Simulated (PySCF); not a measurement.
Cl²⁺: excitation energy

Cl²⁺ [Ne] 3s2 3p3 (4S) → Cl²⁺ [Ne] 3s1 3p4 (4P), as a difference of total energies. Calculation: PySCF 2.14, in aug-cc-pwCVDZ; no relativity, point nucleus. Correlated levels: valence and next inner shell: 1s2 frozen. The calculations carry no spin-orbit coupling.

```csv
method,excitation energy (cm⁻¹)
UHF,104000
MP2 (valence and next inner shell),103760
SCS-MP2 (valence and next inner shell),103440
CCSD (valence and next inner shell),99501
CCSD(T) (valence and next inner shell),98746
```

A first-order spin-orbit estimate (lowest level to lowest level, LS coupling) adds -0.045 eV.

The coupled-cluster amplitudes are large for the upper state (T1 above 0.03 or a double amplitude above 0.15), so a single reference is strained.
